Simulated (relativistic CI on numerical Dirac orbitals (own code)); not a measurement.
**Tl XXV: sensitivity of the levels to the model**

Base calculation: Dirac-Coulomb-Breit CI, orbitals from a KLI potential per configuration, a model potential for QED, unscaled Slater integrals.

Configurations in the expansion (outside the closed core [Ar] 3d10): 4s2 4p6 4d10 4f11, 4s2 4p6 4d10 4f10 5s, 4s2 4p6 4d10 4f9 5s2, 4s2 4p6 4d10 4f10 5p, 4s2 4p6 4d9 4f12, 4s2 4p6 4d10 4f9 5s 5p, 4s2 4p6 4d10 4f9 5p2, 4s2 4p6 4d8 4f13, 4s2 4p6 4d10 4f10 5d, 4s2 4p6 4d9 4f10 5s2, 4s2 4p5 4d10 4f12, 4s2 4p6 4d9 4f11 5s, 4s2 4p6 4d10 4f10 6s, 4s 4p6 4d10 4f12, 4s2 4p4 4d10 4f13, 4s2 4p5 4d9 4f13, 4p6 4d10 4f13, 4s 4p6 4d9 4f13, 4s 4p6 4d10 4f11 5s, 4s 4p5 4d10 4f13. Levels of other configurations are missing.

Variants: (1) valence Slater integrals scaled by 0.9; (2) QED terms removed; (3) non-relativistic limit. Shifts of the energy above 4s2 4p6 4d10 4f11 4I°_15/2, in cm⁻¹, for the lowest level and the first level of each name with at least 55 % of one term (blank where a level changes its place among those of its configuration and J or its character, or is not in the variant):

| Level | Base | Δ(1) | Δ(2) | Δ(3) |
| --- | --- | --- | --- | --- |
| 4s2 4p6 4d10 4f11 4I°_15/2 | 0.0 | 0.0 | 0.0 | 0.0 |
| 4s2 4p6 4d10 4f11 4I°_13/2 | 33862.2 | +286.5 | -142.3 | -33862.2 |
| 4s2 4p6 4d10 4f11 4F°_7/2 | 66615.0 | -2904.9 | -133.8 | -34291.4 |
| 4s2 4p6 4d10 4f11 2K°_15/2 | 78374.5 | -4608.4 | -125.4 | -26335.4 |
| 4s2 4p6 4d10 4f11 2P°_1/2 | 93291.2 | -5008.7 | -140.4 | -35897.0 |
| 4s2 4p6 4d10 4f11 2K°_13/2 | 98267.2 | -5651.4 | -161.6 | -46228.0 |
| 4s2 4p6 4d10 4f11 4D°_7/2 | 109139.2 | -6880.3 | -137.1 |  |
| 4s2 4p6 4d10 4f11 2I°_11/2 | 110612.2 | -7566.5 | -124.6 | -28277.8 |
| 4s2 4p6 4d10 4f11 2L°_17/2 | 114725.9 | -8187.0 | -134.2 | -27768.0 |
| 4s2 4p6 4d10 4f11 2I°_13/2 | 130849.1 | -6358.0 | -255.4 | -48514.7 |
| 4s2 4p6 4d10 4f11 2H°_9/2 | 131020.9 | -7438.7 | -245.3 |  |
| 4s2 4p6 4d10 4f11 2L°_15/2 | 147667.0 | -7768.8 | -277.2 | -60709.1 |
| 4s2 4p6 4d10 4f11 4D°_1/2 | 150334.5 | -7200.4 | -283.7 | -65830.8 |
| 4s2 4p6 4d10 4f11 2F°_7/2 | 155049.5 | -8585.2 | -240.5 | -44964.1 |

At this charge transitions that keep the count of f electrons are usually good to a few per cent. Terms inside the open d or f shell come out 10 to 20 % too wide with unscaled integrals. Levels that differ in their count of f electrons can be misplaced by several ten thousand cm⁻¹, since the correlation energy of f electrons is missing or only estimated; rates across such gaps can be off by orders of magnitude.

Ionisation energy from one configuration of each of the two ions, the ground ones as tabulated or assumed: base 763.205 eV; valence Slater integrals scaled by 0.9 763.556 eV. The NIST ASD value (theoretical) is 760 ± 40 eV.

LS names give the leading component of a level, which can be under half, so a name can repeat, a term be missing and a line seem to break the LS rules.
